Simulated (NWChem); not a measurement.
System: CH6AsB; SMILES CB[AsH2]

Here is an NWChem input.

```
start job
memory heap 200 mb stack 900 mb global 1100 mb
geometry units angstroms
  B     -0.616564     1.109874     0.065021
  As     0.022242    -0.789115    -0.036512
  H     -0.867179    -1.387747     1.035727
  H      1.269646    -0.665415     0.819930
  H     -1.817528     1.270328     0.096726
  C      0.323870     2.349884    -0.036629
  H      0.203283     2.918043     0.906117
  H     -0.017902     3.041865    -0.825798
  H      1.394327     2.140491    -0.172339
end
basis spherical
  * library sto-3g
end
dft
  xc hfexch
  iterations 150
end
driver
  maxiter 120
end
task dft optimize
task dft freq
```

Output (shortened):

```
             Northwest Computational Chemistry Package (NWChem) 7.3.0
             --------------------------------------------------------

 C1  symmetry detected

                             Geometry "geometry" -> ""
                             -------------------------

 Output coordinates in angstroms (scale by  1.889725989 to convert to a.u.)

  No.       Tag          Charge          X              Y              Z
 ---- ---------------- ---------- -------------- -------------- --------------
    1 B                    5.0000    -0.62761796     1.08344669     0.00537194
    2 As                  33.0000     0.04110593    -0.80712285    -0.05027354
    3 H                    1.0000    -0.91742949    -1.41888064     0.95276619
    4 H                    1.0000     1.22011672    -0.66918486     0.89615026
    5 H                    1.0000    -1.82958831     1.22863563    -0.05166034
    6 C                    6.0000     0.30186977     2.33543639    -0.02541761
    7 H                    1.0000     0.10469696     2.90033400     0.90631705
    8 H                    1.0000     0.01056744     3.02445072    -0.83710457
    9 H                    1.0000     1.38201205     2.13984757    -0.08179572

 Effective nuclear repulsion energy (a.u.)     152.9116167819

                                Z-matrix (autoz)
                                --------

 Units are Angstrom for bonds and degrees for angles

      Type          Name      I     J     K     L     M      Value
      ----------- --------  ----- ----- ----- ----- ----- ----------
    1 Stretch                  1     2                       2.00613
    2 Stretch                  1     5                       1.21205
    3 Stretch                  1     6                       1.55961
    4 Stretch                  2     3                       1.51629
    5 Stretch                  2     4                       1.51816
    6 Stretch                  6     7                       1.10730
    7 Stretch                  6     8                       1.10383
    8 Stretch                  6     9                       1.09915
    9 Bend                     1     2     3                98.69325
   10 Bend                     1     2     4                98.97233
   11 Bend                     1     6     7               106.66641
   12 Bend                     1     6     8               110.99733
   13 Bend                     1     6     9               116.34867
   14 Bend                     2     1     5               116.24124
   15 Bend                     2     1     6               123.86988
   16 Bend                     3     2     4                96.61569
   17 Bend                     5     1     6               119.59919
   18 Bend                     7     6     8               104.67369
   19 Bend                     7     6     9               107.99449
   20 Bend                     8     6     9               109.43239
   21 Torsion                  2     1     6     7        -120.49361
   22 Torsion                  2     1     6     8         126.04490
   23 Torsion                  2     1     6     9           0.04608
   24 Torsion                  3     2     1     5         -46.14664
   25 Torsion                  3     2     1     6         140.07751
   26 Torsion                  4     2     1     5        -144.31795
   27 Torsion                  4     2     1     6          41.90620
   28 Torsion                  5     1     6     7          65.92776
   29 Torsion                  5     1     6     8         -47.53373
   30 Torsion                  5     1     6     9        -173.53255

  xc_inp: hfexch multiplicative factor not found.

                           NWChem Geometry Optimization
                           ----------------------------

 maximum gradient threshold         (gmax) =   0.000450
 rms gradient threshold             (grms) =   0.000300
 maximum cartesian step threshold   (xmax) =   0.001800
 rms cartesian step threshold       (xrms) =   0.001200
 fixed trust radius                (trust) =   0.300000
 source of zmatrix                         =   autoz

          -------------------
          Energy Minimization
          -------------------

 Using diagonal initial Hessian
 Scaling for Hessian diagonals: bonds = 1.00  angles = 0.25  torsions = 0.10

          --------
          Step   0

                                 NWChem DFT Module
                                 -----------------

 Summary of "ao basis" -> "ao basis" (spherical)
 ------------------------------------------------------------------------------
       Tag                 Description            Shells   Functions and Types
 ---------------- ------------------------------  ------  ---------------------
 B                           sto-3g                  3        5   2s1p
 As                          sto-3g                  8       18   4s3p1d
 H                           sto-3g                  1        1   1s
 C                           sto-3g                  3        5   2s1p

            General Information
            -------------------
          SCF calculation type: DFT
          Wavefunction type:  closed shell.
          No. of atoms     :     9
          No. of electrons :    50
           Alpha electrons :    25
            Beta electrons :    25
          Charge           :     0
          Spin multiplicity:     1
          Use of symmetry is: off; symmetry adaption is: off
          Maximum number of iterations: 150
          AO basis - number of functions:    34
                     number of shells:    20
          Convergence on energy requested:  1.00D-06
          Convergence on density requested:  1.00D-05
          Convergence on gradient requested:  5.00D-04

              XC Information
              --------------
                     Hartree-Fock (Exact) Exchange  1.000

      Superposition of Atomic Density Guess
      -------------------------------------

 Sum of atomic energies:       -2273.32874273

[...]

      ----------------------
      Optimization converged
      ----------------------

  Step       Energy      Delta E   Gmax     Grms     Xrms     Xmax
  ---- ---------------- -------- -------- -------- -------- --------
@   19   -2274.56118333 -8.3D-09  0.00001  0.00000  0.00050  0.00113
                                     ok       ok       ok       ok

                                Z-matrix (autoz)
                                --------

 Units are Angstrom for bonds and degrees for angles

[...]

 Rotational Constants
 --------------------
 A=   1.057079 cm-1  (  1.520867 K)
 B=   0.110726 cm-1  (  0.159307 K)
 C=   0.104251 cm-1  (  0.149991 K)

 Temperature                      =   298.15K
 frequency scaling parameter      =   1.0000

 Zero-Point correction to Energy  =   49.573 kcal/mol  (  0.079000 au)
 Thermal correction to Energy     =   52.743 kcal/mol  (  0.084051 au)
 Thermal correction to Enthalpy   =   53.335 kcal/mol  (  0.084995 au)

 Total Entropy                    =   72.787 cal/mol-K
   - Translational                =   39.816 cal/mol-K (mol. weight = 103.9779)
   - Rotational                   =   24.384 cal/mol-K (symmetry #  =        1)
   - Vibrational                  =    8.586 cal/mol-K

 Cv (constant volume heat capacity) =   15.551 cal/mol-K
   - Translational                  =    2.979 cal/mol-K
   - Rotational                     =    2.979 cal/mol-K
   - Vibrational                    =    9.592 cal/mol-K

[normal modes left out]

 ----------------------------------------------------------------------------
 Normal Eigenvalue ||           Projected Infra Red Intensities
  Mode   [cm**-1]  || [atomic units] [(debye/angs)**2] [(KM/mol)] [arbitrary]
 ------ ---------- || -------------- ----------------- ---------- -----------
    1       -0.000 ||    0.000043           0.001         0.042       0.028
    2       -0.000 ||    0.000580           0.013         0.565       0.377
    3       -0.000 ||    0.001683           0.039         1.641       1.093
    4       -0.000 ||    0.000050           0.001         0.049       0.033
    5        0.000 ||    0.000091           0.002         0.088       0.059
    6        0.000 ||    0.000000           0.000         0.000       0.000
    7       78.531 ||    0.000746           0.017         0.727       0.484
    8      243.550 ||    0.005175           0.119         5.045       3.361
    9      280.066 ||    0.000083           0.002         0.081       0.054
   10      577.295 ||    0.019304           0.445        18.818      12.536
   11      709.190 ||    0.026480           0.611        25.814      17.197
   12      833.687 ||    0.002438           0.056         2.377       1.583
   13      877.010 ||    0.025115           0.579        24.484      16.311
   14     1040.093 ||    0.009875           0.228         9.626       6.413
   15     1099.821 ||    0.034324           0.792        33.461      22.291
   16     1233.309 ||    0.007361           0.170         7.176       4.780
   17     1314.001 ||    0.114764           2.648       111.878      74.531
   18     1408.300 ||    0.120304           2.776       117.278      78.129
   19     1693.276 ||    0.010672           0.246        10.403       6.931
   20     1827.285 ||    0.001991           0.046         1.941       1.293
   21     1834.931 ||    0.000430           0.010         0.419       0.279
   22     2700.150 ||    0.008471           0.195         8.258       5.501
   23     2712.503 ||    0.003577           0.083         3.487       2.323
   24     3230.784 ||    0.017288           0.399        16.853      11.227
   25     3548.295 ||    0.001266           0.029         1.235       0.822
   26     3707.390 ||    0.000182           0.004         0.177       0.118
   27     3743.954 ||    0.003458           0.080         3.371       2.245
 ----------------------------------------------------------------------------
```

Level: Hartree-Fock/STO-3G.
